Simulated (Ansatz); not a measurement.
The S1–S2 bond of H2S2 (SMILES SS) is stretched (multiplicity 1, the rest rigid).
Geometry at rest (charge 0, multiplicity 1):
```xyz
4

S     -0.9122     0.0538     0.4912
S      0.9122     0.0567    -0.4909
H     -1.5359    -0.8839    -0.2489
H      1.5365    -0.8841     0.2447
```

Correlated levels freeze the cores.

The values were computed with Ansatz (an electronic-structure program) with Gaussian orbitals. 

Energies above the point at 2.072 Å (the B3LYP-D3(BJ) bond length), FIC-MRCISD+Q on CASSCF(6,4)/cc-pV(D+d)Z (kcal/mol): 13.49 at 1.865 Å; 4.80 at 2.279 Å; 54.35 at 6.630 Å.

Question: Take the last value as the depth D of a Morse curve D(1 − e^(−a(R − R₀)))², fit a and R₀ to the two near points, and test it at 2.797 and 3.626 Å.

Answer: 
With D = 54.3, both near points (counted from the curve's value at 2.072 Å) are met by a = 1.83 Å⁻¹ and R₀ = 2.086 Å, so k = 2Da² = 364 kcal/(mol Å²). The curve then gives 28.8 and 48.0 kcal/mol; the level itself gives 31.4 and 51.0, so Morse is off by -2.6 and -3.0.

Doubts at one or more of the structures used: active orbitals that take no part (FIC-MRCISD+Q on CASSCF(6,4)/cc-pV(D+d)Z).
